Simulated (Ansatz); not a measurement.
Steps of a relaxation of `C[SiH2]C(=N)O` with RKS PBE-D4/def2-SVP.

```sh
$ ansatz run in.yaml --threads 4 --pin off --events-out ev --progress --plain --max-ram 10444MiB
```

```yaml
crystal:
  periodic: [false, false, false]
  atoms:
    - {symbol: C, position_ang: [-1.405600, -0.045000, 1.172000]}
    - {symbol: Si, position_ang: [0.287300, -0.401700, 0.686800]}
    - {symbol: C, position_ang: [0.715200, 0.289900, -1.014500]}
    - {symbol: N, position_ang: [1.428800, -0.363200, -1.926200]}
    - {symbol: O, position_ang: [0.441400, 1.550200, -1.340400]}
    - {symbol: H, position_ang: [-1.703800, -0.410400, 2.135300]}
    - {symbol: H, position_ang: [-2.135300, -0.399800, 0.432900]}
    - {symbol: H, position_ang: [-1.571200, 1.098600, 1.211100]}
    - {symbol: H, position_ang: [0.465600, -1.862800, 0.718000]}
    - {symbol: H, position_ang: [1.216100, 0.111400, 1.763100]}
    - {symbol: H, position_ang: [1.551100, -1.332200, -1.592900]}
    - {symbol: H, position_ang: [0.787300, 1.709800, -2.211300]}
basis:
  gaussian: {orbitals: def2-SVP}
hamiltonian: {xc: pbe, dispersion: d4}
relax: {f_tol: 0.03, max_steps: 200}
```

Positions (Å) and forces (eV/Å) along the path, 8 of 8 steps:

```xyz
12
step=1 energy=-13584.8555 eV
C    -1.406   -0.045    1.172   -1.614    2.582   -0.504
Si    0.287   -0.402    0.687    1.045    0.039    0.598
C     0.715    0.290   -1.014    2.226   -1.378   -2.536
N     1.429   -0.363   -1.926   -1.274    0.333    1.605
O     0.441    1.550   -1.340   -1.504    0.952    2.286
H    -1.704   -0.410    2.135   -0.186   -0.570    1.131
H    -2.135   -0.400    0.433   -0.230   -0.241   -0.266
H    -1.571    1.099    1.211    0.233   -1.174   -0.052
H     0.466   -1.863    0.718    0.255   -0.620   -0.377
H     1.216    0.111    1.763    0.112    0.162   -0.235
H     1.551   -1.332   -1.593    0.204   -0.118   -0.099
H     0.787    1.710   -2.211    0.734    0.033   -1.552
12
step=2 energy=-13585.1609 eV
C    -1.440    0.001    1.161   -0.851    0.923   -0.067
Si    0.296   -0.420    0.718    0.813   -0.002    0.210
C     0.784    0.271   -0.980    0.606   -0.956   -1.839
N     1.384   -0.404   -1.930   -0.351    0.271    1.282
O     0.408    1.530   -1.270   -0.384    0.470    0.830
H    -1.746   -0.383    2.144   -0.020   -0.195    0.306
H    -2.161   -0.374    0.410   -0.004   -0.108   -0.066
H    -1.579    1.117    1.193    0.151   -0.425   -0.033
H     0.520   -1.904    0.607    0.006   -0.018    0.027
H     1.276    0.150    1.720   -0.099   -0.089    0.007
H     1.611   -1.351   -1.565   -0.039    0.189   -0.237
H     0.724    1.712   -2.175    0.171   -0.060   -0.420
12
step=3 energy=-13585.2307 eV
C    -1.464    0.024    1.161   -0.263   -0.186    0.153
Si    0.307   -0.421    0.728    0.129   -0.085   -0.110
C     0.765    0.236   -1.011    0.522   -0.122   -0.564
N     1.414   -0.398   -1.934   -0.322   -0.080    0.599
O     0.405    1.526   -1.236   -0.069    0.015   -0.035
H    -1.752   -0.353    2.168    0.046    0.037   -0.121
H    -2.176   -0.397    0.420    0.098    0.010    0.055
H    -1.590    1.122    1.159    0.034    0.124   -0.015
H     0.544   -1.912    0.605   -0.070    0.123    0.128
H     1.285    0.152    1.727   -0.068   -0.040   -0.036
H     1.613   -1.365   -1.605   -0.013    0.272   -0.206
H     0.726    1.732   -2.149   -0.024   -0.068    0.152
12
step=4 energy=-13585.2201 eV rejected
C    -1.477    0.029    1.194    0.059   -0.026   -0.088
Si    0.289   -0.414    0.704    0.043   -0.072    0.092
C     0.775    0.249   -1.034    0.004   -0.644    0.153
N     1.445   -0.376   -1.938   -0.162    0.114    0.145
O     0.379    1.523   -1.253    0.207    0.081    0.036
H    -1.727   -0.271    2.232    0.055   -0.072   -0.042
H    -2.152   -0.499    0.495   -0.188    0.000    0.017
H    -1.662    1.115    1.098    0.045    0.069   -0.050
H     0.472   -1.909    0.599   -0.014    0.054    0.053
H     1.286    0.116    1.702    0.011    0.016   -0.030
H     1.641   -1.352   -1.654    0.021    0.230    0.005
H     0.809    1.734   -2.111   -0.080    0.249   -0.291
12
step=5 energy=-13585.2479 eV
C    -1.471    0.027    1.166   -0.017   -0.089    0.001
Si    0.304   -0.428    0.719   -0.019   -0.028    0.010
C     0.782    0.236   -1.020    0.000   -0.050    0.041
N     1.417   -0.383   -1.948    0.020   -0.108    0.078
O     0.401    1.525   -1.224    0.050   -0.038   -0.053
H    -1.735   -0.307    2.193    0.034    0.023   -0.084
H    -2.179   -0.447    0.453    0.028    0.038    0.046
H    -1.604    1.125    1.107   -0.002    0.030   -0.005
H     0.503   -1.923    0.645   -0.010    0.063    0.013
H     1.283    0.130    1.718   -0.015    0.013    0.003
H     1.640   -1.348   -1.648   -0.019    0.118   -0.101
H     0.737    1.740   -2.128   -0.051    0.028    0.051
12
step=6 energy=-13585.2515 eV
C    -1.472    0.020    1.151    0.021    0.001   -0.005
Si    0.315   -0.423    0.742    0.048    0.005   -0.085
C     0.792    0.221   -1.008    0.038    0.030   -0.133
N     1.380   -0.391   -1.971   -0.056    0.000    0.073
O     0.438    1.524   -1.184   -0.009   -0.058    0.120
H    -1.745   -0.304    2.175    0.000   -0.003    0.002
H    -2.169   -0.459    0.435   -0.002   -0.011   -0.006
H    -1.608    1.117    1.080    0.010    0.005   -0.003
H     0.548   -1.910    0.696   -0.029   -0.018    0.024
H     1.268    0.172    1.744   -0.017    0.017   -0.005
H     1.589   -1.372   -1.730   -0.011    0.043    0.045
H     0.740    1.750   -2.095    0.008   -0.011   -0.028
12
step=7 energy=-13585.2533 eV
C    -1.465    0.021    1.144    0.008   -0.005   -0.001
Si    0.319   -0.430    0.739   -0.007    0.019   -0.015
C     0.792    0.219   -1.007    0.006    0.019   -0.012
N     1.376   -0.390   -1.971    0.001   -0.003   -0.026
O     0.433    1.522   -1.172    0.001   -0.035    0.018
H    -1.739   -0.297    2.170   -0.005    0.003   -0.001
H    -2.163   -0.460    0.430    0.000   -0.002   -0.001
H    -1.596    1.119    1.067    0.002    0.000   -0.001
H     0.537   -1.920    0.705    0.005    0.002    0.007
H     1.267    0.175    1.741    0.001   -0.007   -0.001
H     1.592   -1.367   -1.725   -0.012    0.009    0.022
H     0.725    1.752   -2.086    0.000    0.000    0.011
12
step=8 energy=-13585.2536 eV
C    -1.463    0.020    1.139    0.000   -0.006    0.006
Si    0.322   -0.430    0.740    0.000   -0.002    0.009
C     0.792    0.219   -1.005    0.001    0.002    0.005
N     1.369   -0.391   -1.974    0.004    0.006   -0.025
O     0.435    1.522   -1.164    0.006   -0.006   -0.016
H    -1.741   -0.293    2.166   -0.002    0.003   -0.002
H    -2.160   -0.464    0.426    0.004    0.000   -0.001
H    -1.593    1.118    1.057   -0.001    0.002   -0.001
H     0.543   -1.919    0.713    0.000   -0.001   -0.002
H     1.269    0.176    1.742   -0.002    0.003   -0.001
H     1.582   -1.368   -1.727   -0.006   -0.003    0.012
H     0.722    1.755   -2.079   -0.004    0.002    0.016
```

Run time 10 s (4 threads of an Arm Neoverse V2 on a shared host); peak host memory 0.07 GiB.
